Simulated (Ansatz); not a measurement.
Relaxation of Ga2P with UKS B3LYP-D4/def2-TZVP.

```sh
$ ansatz run in.yaml --threads 4 --pin off --events-out ev --progress --plain --max-ram 3916MiB
```

```yaml
crystal:
  periodic: [false, false, false]
  atoms:
    - {symbol: Ga, position_ang: [0.485300, -0.985380, -1.987530]}
    - {symbol: Ga, position_ang: [-0.483060, 0.978240, 1.991620]}
    - {symbol: P, position_ang: [-0.002230, 0.007140, -0.004090]}
basis:
  gaussian: {orbitals: def2-TZVP}
magnetization: {spin_polarized: true, initial_magnetization: 1}
hamiltonian: {xc: {name: B3LYP}, dispersion: d4}
scf: {lower_state_search: "off"}
output: {orbitals: {seedname: orbitals}}
relax: {f_tol: 0.02, max_steps: 100}
```

It took 52 s on 4 threads of Arm Neoverse V1 on a shared host.

Positions (Å) and forces (eV/Å) at steps 1, 2, 4, 7, 8, 9, 10, 11, 12, 13, 14, 15, 16, 18 of 18:

```xyz
3
step=1 energy=-114047.8795 eV
Ga    0.485   -0.985   -1.988   -0.070    0.143    0.290
Ga   -0.483    0.978    1.992    0.071   -0.144   -0.290
P    -0.002    0.007   -0.004    0.000    0.001    0.000
3
step=2 energy=-114047.8894 eV
Ga    0.481   -0.976   -1.967   -0.021    0.042    0.088
Ga   -0.478    0.968    1.972    0.022   -0.045   -0.087
P    -0.003    0.008   -0.005   -0.001    0.003   -0.002
3
step=4 energy=-114047.8904 eV
Ga    0.479   -0.973   -1.959    0.001   -0.003    0.001
Ga   -0.476    0.963    1.965    0.001   -0.003    0.002
P    -0.003    0.011   -0.006   -0.002    0.006   -0.003
3
step=7 energy=-114047.8917 eV
Ga    0.485   -0.993   -1.947    0.002   -0.008    0.016
Ga   -0.469    0.943    1.975    0.006   -0.017   -0.002
P    -0.016    0.050   -0.028   -0.008    0.026   -0.015
3
step=8 energy=-114047.9168 eV
Ga    0.505   -1.064   -1.873    0.010   -0.039    0.056
Ga   -0.437    0.846    1.997    0.023   -0.065    0.003
P    -0.068    0.218   -0.124   -0.033    0.105   -0.060
3
step=9 energy=-114047.9707 eV
Ga    0.517   -1.119   -1.768    0.003   -0.032    0.119
Ga   -0.397    0.734    1.987    0.041   -0.109   -0.038
P    -0.121    0.385   -0.220   -0.044    0.141   -0.080
3
step=10 energy=-114048.0205 eV
Ga    0.528   -1.172   -1.662   -0.108    0.237    0.351
Ga   -0.357    0.623    1.975    0.077   -0.137   -0.408
P    -0.172    0.549   -0.313    0.031   -0.100    0.057
3
step=11 energy=-114048.1009 eV
Ga    0.519   -1.182   -1.471   -0.087    0.202    0.226
Ga   -0.296    0.470    1.877    0.043   -0.060   -0.307
P    -0.223    0.712   -0.406    0.044   -0.142    0.081
3
step=12 energy=-114048.1332 eV
Ga    0.501   -1.170   -1.279   -0.045    0.118    0.044
Ga   -0.238    0.329    1.758   -0.002    0.033   -0.130
P    -0.263    0.841   -0.479    0.047   -0.151    0.086
3
step=13 energy=-114048.1355 eV
Ga    0.500   -1.164   -1.288   -0.004    0.010    0.004
Ga   -0.242    0.339    1.758    0.000    0.003   -0.011
P    -0.258    0.825   -0.470    0.004   -0.012    0.008
3
step=14 energy=-114048.1391 eV
Ga    0.506   -1.181   -1.295    0.033   -0.086   -0.041
Ga   -0.242    0.343    1.739   -0.002    0.013   -0.036
P    -0.264    0.837   -0.444   -0.031    0.074    0.077
3
step=15 energy=-114048.1437 eV
Ga    0.517   -1.205   -1.328    0.003   -0.010    0.008
Ga   -0.249    0.362    1.746    0.004    0.003   -0.065
P    -0.268    0.843   -0.418   -0.006    0.007    0.057
3
step=16 energy=-114048.1432 eV rejected
Ga    0.521   -1.216   -1.322   -0.025    0.065    0.034
Ga   -0.246    0.356    1.733    0.003   -0.020    0.062
P    -0.275    0.860   -0.410    0.022   -0.045   -0.096
3
step=18 energy=-114048.1442 eV
Ga    0.517   -1.207   -1.312   -0.001    0.002    0.000
Ga   -0.244    0.351    1.732    0.000    0.002   -0.003
P    -0.273    0.856   -0.420    0.001   -0.003    0.003
```

The relaxation made no stability test and no search for a lower SCF solution. The structure comes from a short search, and lower isomers may exist.
